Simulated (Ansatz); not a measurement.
`O[Si](O)(Cl)[SiH](Cl)Cl` + `C[SiH2]S[SiH2]Cl` → `C[SiH2]S[SiH](Cl)Cl` + `O[Si](O)(Cl)[SiH2]Cl`  (redistribution)

Gas-phase electronic energies from Ansatz, PBE0-D4/def2-TZVP geometries. CCSD(T)/CBS adds triple-zeta CCSD(T) − MP2 to the extrapolated MP2 energy (def2 sets, frozen cores). Functionals use def2-TZVPP. One conformer a species, not always the lowest.

`O[Si](O)(Cl)[SiH](Cl)Cl`:

Cartesian coordinates in Å:
```
O 1.639 1.037 -0.589
Si 0.105 0.511 -0.537
O -0.249 -0.221 -1.953
Cl -1.234 2.045 -0.247
Si -0.072 -0.930 1.292
Cl 0.079 0.119 3.041
Cl -1.935 -1.789 1.161
H 1.921 1.593 -1.319
H -1.174 -0.339 -2.179
H 0.920 -2.027 1.332
```

`C[SiH2]S[SiH2]Cl`:

```xyz
12

C    -1.579   -0.609   -1.112
Si   -0.358    0.767   -0.830
S     1.649    0.016   -0.637
Si    1.584   -0.071    1.481
Cl    3.161   -1.213    2.122
H    -1.328   -1.165   -2.018
H    -2.589   -0.206   -1.221
H    -1.574   -1.306   -0.271
H    -0.341    1.719   -1.968
H    -0.682    1.511    0.420
H     1.724    1.271    2.088
H     0.332   -0.715    1.946
```

`C[SiH2]S[SiH](Cl)Cl`:

```xyz
12

C    -0.803    1.296    0.778
Si   -0.852   -0.548    1.013
S     1.032   -1.516    0.576
Si    1.468   -0.807   -1.354
Cl   -0.196   -0.733   -2.544
Cl    2.276    1.073   -1.330
H     0.019    1.739    1.343
H    -0.681    1.561   -0.274
H    -1.743    1.728    1.132
H    -1.055   -0.911    2.438
H    -1.918   -1.173    0.193
H     2.453   -1.711   -1.971
```

`O[Si](O)(Cl)[SiH2]Cl`:

```xyz
10

O     1.485   -0.537    1.106
Si   -0.044   -0.115    0.718
O    -0.457    1.193    1.589
Cl   -1.269   -1.722    1.138
Si   -0.315    0.416   -1.539
Cl    0.442   -1.196   -2.587
H     1.779   -1.422    0.879
H    -0.338    1.175    2.542
H     0.457    1.620   -1.933
H    -1.739    0.586   -1.913
```

| level | ΔE (kJ/mol) |
| --- | --- |
| r2SCAN-D4 | -6.7 |
| SCS-MP2/def2-TZVPP | -6.8 |

(1) What does CCSD(T)/CBS give? (Best estimate.)

Largest T1 diagnostic among the species: 0.011.

## Answers

(1) The calculation gave: -7.1 kJ/mol. The listed levels differ from it by 0.4, 0.3 kJ/mol.

In def2-TZVPP, CCSD(T) changes the Hartree–Fock value by −4.9 kJ/mol (the triples alone add −0.9 kJ/mol) and MP2 by −6.1 kJ/mol. The D4 term adds −5.2 kJ/mol with B3LYP and −2.9 kJ/mol with PBE0; it sums over pairs of atoms, weighted by their polarisabilities, and B3LYP, whose exchange is more repulsive, gets the larger term.

B3LYP here is the variant with VWN-RPA as its local correlation; programs differ in this.
